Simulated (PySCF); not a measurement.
CH4S2Zn. Atoms are numbered in the order given.

```xyz
8

Zn    -0.1758     0.2036     0.2588
S     -1.6661     1.7833     0.4114
H     -2.6895     0.8991     0.4451
S      1.3189    -1.3656     0.1075
C      1.4833    -1.5035    -1.7097
H      0.5437    -1.8078    -2.1914
H      2.2303    -2.2878    -1.8960
H      1.8466    -0.5725    -2.1666
```
Charge 0, spin multiplicity 1.

Coordinates come from a PBE0-D3(BJ)/def2-SVP optimisation. The structure was generated by enumeration; whether it is a known compound was not checked. Other conformers were not sampled.

Level of theory: PBE/def2-TZVP run with PySCF.

ESP charges are fitted to the potential on shells at 1.4 to 2.0 van der Waals radii. Atomic charges (e):

```json
[
 {"atom": "Zn1", "Löwdin": "-0.17", "ESP fit": "0.50", "Mulliken": "0.28", "IAO": "1.17"},
 {"atom": "S2", "Löwdin": "0.02", "ESP fit": "-0.39", "Mulliken": "-0.32", "IAO": "-0.70"},
 {"atom": "H3", "Löwdin": "0.07", "ESP fit": "0.14", "Mulliken": "___", "IAO": "0.10"},
 {"atom": "S4", "Löwdin": "0.26", "ESP fit": "-0.35", "Mulliken": "___", "IAO": "-0.55"},
 {"atom": "C5", "Löwdin": "-0.52", "ESP fit": "-0.23", "Mulliken": "-0.34", "IAO": "-0.51"},
 {"atom": "H6", "Löwdin": "0.11", "ESP fit": "0.07", "Mulliken": "___", "IAO": "0.16"},
 {"atom": "H7", "Löwdin": "0.12", "ESP fit": "0.16", "Mulliken": "___", "IAO": "0.17"},
 {"atom": "H8", "Löwdin": "0.11", "ESP fit": "0.10", "Mulliken": "___", "IAO": "0.16"}
]
```

Task: What belongs in the gaps? (Estimate from the structure and the level; the computed values follow.)

Result: 
- H3, Mulliken: 0.16
- S4, Mulliken: -0.21
- H6, Mulliken: 0.14
- H7, Mulliken: 0.14
- H8, Mulliken: 0.15
